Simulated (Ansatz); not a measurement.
Ansatz (a program for electronic structure) input (RPA@PBE/cc-pV(Q+d)Z):
A basis named .json is the Basis Set Exchange file of that set.

Ansatz 0.2 input:
```yaml
crystal:
  periodic: [false, false, false]
  atoms:
    - {symbol: Si, position_ang: [-0.02730288, 0.00480694, -0.00595573]}
    - {symbol: F, position_ang: [0.46303818, -0.42756321, -1.46030499]}
    - {symbol: F, position_ang: [-0.73189936, -1.29156088, 0.59115302]}
    - {symbol: N, position_ang: [-1.20639852, 1.25836920, 0.08264134]}
    - {symbol: N, position_ang: [1.33374268, 0.52748557, 0.83464489]}
    - {symbol: H, position_ang: [-1.64031848, 1.57694542, -0.78312518]}
    - {symbol: H, position_ang: [1.27740678, 1.04109160, 1.69746330]}
    - {symbol: H, position_ang: [2.27349335, 0.28579947, 0.57040605]}
basis:
  gaussian:
    orbitals: cc-pV_Q+d_Z.json
hamiltonian:
  xc: pbe
magnetization: {spin_polarized: true, initial_magnetization: 1}
correlation: {method: rpa, electrons: outside_noble_gas}
```

Output:

```
Functional definition: PBE
integrals: 2.04 GiB planned
2255 factors; integrals over basis functions are off by at most 7.5e-4 eV
mean field: 3.10 GiB planned
mean field evaluation 1: about -16321.3298 eV, gradient 6.5e1 eV
mean field evaluation 2: about -16321.3324 eV, gradient 6.5e1 eV
mean field evaluation 4: about -16334.3142 eV, gradient 1.7e1 eV
mean field evaluation 8: about -16335.6447 eV, gradient 5.3e-1 eV
mean field evaluation 16: about -16335.6452 eV, gradient 1.9e-3 eV
mean field evaluation 32: about -16335.6286 eV, gradient 2.2e0 eV
mean field -16335.64519161 eV, -600.3238880938 hartree, gradient 3.3e-6 eV, S^2 0.753167; 3 other end points of the search recorded, 0 dependent functions left out
9 core orbitals not correlated
reference -16292.18564446 eV, -598.7267791937 hartree; 16, 15 occupied and 349, 350 virtual orbitals, 2255 factors
Total energy: -16338.77980244 eV, -600.4390829169 hartree
```

It need not be the lowest isomer of its formula.
